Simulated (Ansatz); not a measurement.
`FC1C(F)(F)OC(F)(F)C1(F)F`, 13 atoms. Total charge 0; spin multiplicity 1. Hardware: A = 4 threads of an AMD EPYC 7R13 on a shared host and a share of an NVIDIA H100 80 GB; B = 4 threads of an AMD EPYC 7R13 on a shared host. Correlated methods freeze the cores.

Problem. Give the basis size and wall time and peak host memory of each of these runs in Ansatz. RHF-CCSD(T)/def2-SVP energy [A]; RKS PBE0-D4/def2-SVP energy [B]; RKS ωB97M-V/def2-TZVPP energy and forces [A]; RKS PBE0-D4/def2-TZVP frequencies [A]; RKS PBE0-D4/def2-TZVP relaxation (10 steps) [A]; RHF-MP2/def2-QZVPP energy [A]; RKS CAM-B3LYP-D4/def2-TZVPP energy [A]; direct RPA on PBE orbitals/def2-TZVPP energy [A]; RKS ωB97M-V/def2-SVP energy [B]; RKS PBE0-D4/def2-QZVPP energy [A]; RKS HSE06 (plane-wave form)-D4/def2-TZVPP energy [A]; RHF-CCSD(T)/def2-TZVPP energy [A]. (Estimate.)

Solution. The calculation gave: Other jobs shared the machine, so times are rough.

```tsv
level	job	functions	wall time	peak host memory (GiB)
RKS CAM-B3LYP-D4/def2-TZVPP	energy [A]	386	2.7 s	0.92
RKS PBE0-D4/def2-SVP	energy [B]	173	2.8 s	0.82
RKS HSE06 (plane-wave form)-D4/def2-TZVPP	energy [A]	386	3.7 s	0.92
RKS PBE0-D4/def2-QZVPP	energy [A]	714	4.1 s	1.3
RHF-CCSD(T)/def2-SVP	energy [A]	173	4.2 s	0.82
direct RPA on PBE orbitals/def2-TZVPP	energy [A]	386	5.5 s	1.9
RHF-MP2/def2-QZVPP	energy [A]	714	5.5 s	1.4
RKS ωB97M-V/def2-TZVPP	energy and forces [A]	386	6 s	1.1
RKS ωB97M-V/def2-SVP	energy [B]	173	8.5 s	0.9
RKS PBE0-D4/def2-TZVP	relaxation (10 steps) [A]	378	19 s	1
RHF-CCSD(T)/def2-TZVPP	energy [A]	386	26 s	0.89
RKS PBE0-D4/def2-TZVP	frequencies [A]	378	90 s	1
```
